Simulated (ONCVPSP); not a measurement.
**Ta (Z = 73): one change to an ONCV potential, before and after**

```json
{"Element": "tantalum", "Generator": "ONCVPSP 4.0.1", "Type": "optimised norm-conserving Vanderbilt (ONCV)", "Functional": "PBE", "Relativity": "fully relativistic", "Frozen core": "[Kr] 4d10 4f14", "Valence charge": "13", "Reference configuration": "5s2 5p6 5d3 6s1 6p1", "Partial waves": "5s+6s: rc 1.85 bohr, ncon 3, nbas 8, qcut 7 1/bohr, 2 projectors; 5p+6p: rc 1.95 bohr, ncon 4, nbas 8, qcut 7.2 1/bohr, 2 projectors; 5d: rc 3.00 bohr, ncon 4, nbas 9, qcut 6.4 1/bohr, 2 projectors, debl 1.3 Ha", "Local potential": "polynomial inside 1.50 bohr (lpopt 2, dvloc0 3 Ha)", "Core correction": "Teter function, fcfact 4.25, rcfact 1.25"}
```

Open shells are filled in proportion to 2j + 1.

Change: s: qcut 5.1.

Cutoffs: the cutoffs (Ha) at which the residual kinetic energy of the hardest occupied pseudo-wave falls to 1 and 0.1 mHa per electron; they do not see the model core or the augmentation charge, which bear on the density cutoff. Errors are all-electron minus pseudo energies relative to the spin-unpolarised reference configuration.

**Question.** Predict the effect on cutoff, ghosts and configuration errors.

**Answer.** The potential gets softer (16 Ha and 19 Ha → 12 Ha and 18 Ha); of the 4 tests that both files solve, the error grows in 1 and shrinks in 2 by more than 15 % and 0.3 meV (median size 4.0 → 2.6 meV); neither file shows a bound ghost. The waves are optimised to have the least kinetic energy above qcut, so the cutoff follows it (qcut²/2 in Ha).

| quantity | base | changed |
| --- | --- | --- |
| cutoff, loose | 16 Ha | 12 Ha |
| cutoff, tight | 19 Ha | 18 Ha |
| loose cutoff by channel | s 16 Ha, p 12 Ha, d 11 Ha | s 9.2 Ha, p 12 Ha, d 11 Ha |
| bound ghosts | none | none |
| GHOST(+) flags under 300 eV | none | none |
| error for 5s2 5p6 5d3 6s2 6p0, meV [ΔE -4.15 eV] | +0.3 | -0.7 |
| error for 5s2 5p6 5d3 6s1 6p0, meV [ΔE 4.33 eV] | +1.1 | +1.1 |
| error for 5s2 5p6 5d3 6s0 6p0, meV [ΔE 19.30 eV] | +8.1 | +6.7 |
| error for 5s2 5p6 5d2 6s2 6p1, meV [ΔE -1.20 eV] | +6.9 | +4.0 |
| s: phases at 1.88 bohr within 0.05 rad from the reference energy up to (Ha; the scan ends near 5) | to the end of the scan | 4.9 |
| p3/2: phases at 1.98 bohr within 0.05 rad from the reference energy up to (Ha; the scan ends near 5) | to the end of the scan | to the end of the scan |
| p1/2: phases at 1.98 bohr within 0.05 rad from the reference energy up to (Ha; the scan ends near 5) | to the end of the scan | to the end of the scan |
| d5/2: phases at 3.05 bohr within 0.05 rad from the reference energy up to (Ha; the scan ends near 5) | 3.6 | 3.6 |
| d3/2: phases at 3.05 bohr within 0.05 rad from the reference energy up to (Ha; the scan ends near 5) | 3.5 | 3.5 |
| rms error of d²Exc/dni dnj with the model core, mHa | 4.11 | 4.08 |
